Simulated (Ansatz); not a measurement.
Z-matrix (Å, degrees):
```
Si
F 1 1.585
O 1 1.605 2 109.1
O 1 1.608 2 107.0 3 -120.2
O 1 1.620 2 109.7 3 118.1
Si 3 1.642 1 146.3 2 99.9
Si 4 1.640 1 147.1 2 101.3
H 5 0.957 1 119.3 2 60.7
H 6 1.484 3 110.2 1 -48.3
H 6 1.482 3 107.5 1 -168.1
H 6 1.483 3 109.8 1 72.5
H 7 1.485 4 110.0 1 43.5
H 7 1.484 4 109.9 1 -77.2
H 7 1.482 4 107.7 1 163.2
```

Charge 0, multiplicity 1.

**Question.** List the ωB97M-V/def2-TZVPP orbital energies in eV (the Gaussian-basis code of Ansatz). (Best estimate.)

**Answer.** The calculation gave: Occupied: -1808.95, -1807.68, -1807.64, -677.40, -526.53, -526.43, -526.43, -149.73, -148.67, -148.63, -103.88, -103.87, -103.86, -102.82, -102.78, -102.76, -102.76, -102.72, -102.72, -36.09, -31.74, -30.98, -30.79, -20.06, -18.78, -18.07, -17.00, -15.85, -15.74, -15.19, -14.78, -14.37, -14.09, -13.90, -13.46, -13.21, -12.55, -11.70, -11.61, -11.46, -11.39. Lowest empty: 1.36, 2.21, 2.52, 3.17, 3.26, 3.29, 3.42, 3.50.
